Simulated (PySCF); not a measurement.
Species: C4H5NO2S2.
Z-matrix (Å and degrees, PBE0-D3(BJ)/def2-SVP geometry), rows numbered from 1:
```
C 
S   1  1.7826
O   2  1.4589  1  107.60
O   2  1.4580  1  107.35  3  -132.90
C   2  1.7690  1  104.27  3   113.59
C   5  1.4240  2  125.45  1    84.32
N   6  1.3098  5  115.53  2   177.34
S   7  1.6588  6  109.65  5    -0.72
C   5  1.3725  2  123.23  1   -99.71
H   1  1.0970  2  109.34  3  -174.19
H   1  1.0990  2  104.93  3    67.40
H   1  1.0967  2  109.34  3   -51.35
H   6  1.0936  5  124.55  2    -1.77
H   9  1.0905  5  127.09  2     1.43
```

The calculation used TDDFT CAM-B3LYP/def2-SVPD, vertical, gas phase, core orbitals frozen in the response (PySCF).

| state | E (eV) | ν̃ (cm⁻¹) | f | \|μ\| (D) | main configurations (H = HOMO, L = LUMO) |
| --- | --- | --- | --- | --- | --- |
| S1 | 5.64 | 45450 | 0.0031 | 0.38 | H-1→L (29%), H-2→L (25%), H-4→L (23%) |
| S2 | 5.72 | 46110 | 0.155 | 2.67 | H→L (88%) |
| S3 | 6.25 | 50430 | 0.018 | 0.88 | H-1→L (55%), H-2→L (32%) |
| S4 | 6.42 | 51750 | 0.0012 | 0.22 | H→L+2 (44%), H→L+1 (29%) |
| S5 | 6.50 | 52460 | 0.0046 | 0.43 | H-3→L (33%), H-2→L (27%), H-4→L (10%) |
| S6 | 6.97 | 56200 | 0.0034 | 0.36 | H-3→L (41%), H-4→L (13%) |

The lowest singlet lies at 5.64 eV (220 nm, ultraviolet) and is very weak; its leading configuration is HOMO-1→LUMO (29%). The most intense listed level is S2 at 5.72 eV (217 nm, f = 0.155), 0.08 eV above S1. Löwdin shares by element: HOMO carbon 42% or more, sulfur 41% or more (atoms not listed hold the other 18%); LUMO carbon 42% or more, sulfur 23% or more, nitrogen 16% (atoms not listed hold the other 19%). Orbital energies (eV): HOMO-3 -10.48, HOMO-2 -10.21, HOMO-1 -10.04, HOMO -9.64, LUMO -0.80, LUMO+1 0.53, LUMO+2 0.65. Of the 6 states listed, 2 reach f = 0.01 and none stays under 0.0005. Weighted by f, the mean energy of these states is 5.81 eV. Singlets were solved by full linear response.

One conformer stands for the species.
